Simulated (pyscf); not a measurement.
This saddle point was located with ωB97X-D3(BJ)/def2-SVP in PySCF.

```
Si
O 1 1.6898
H 2 1.2242 1 81.35
O 3 1.2238 2 119.71 1 -0.02
H 1 1.4803 2 115.87 3 113.00
H 1 1.4803 5 111.86 2 -135.88
```
Charge 0, spin multiplicity 2.

Surface: doublet, charge 0. Lowest wavenumbers (cm⁻¹): 2042i, 550, 632, 655, 732.

**Question.** Name the species on either side of this saddle.

**Answer.** `[O][SiH2][OH]` [doublet] ⇌ `[O][SiH2][OH]` [doublet], a hydrogen shift read from left to right: H–O broken and H–O formed. At CCSD(T)/def2-TZVPP + ΔMP2(QZVPP) it lies +32.9 kcal/mol from the left side and +32.9 kcal/mol from the right (each side as separated species at their lowest minima found). •O–SiH₂–OH lies 22.4 kcal/mol over its isomer HO–SiH•–OH, and others may lie lower still (electronic energy, ωB97M-D3(BJ)). This is the saddle that the search found; another between the same sides may lie lower. The CCSD(T) − MP2 part came from Ansatz, without density fitting, on the same reference.
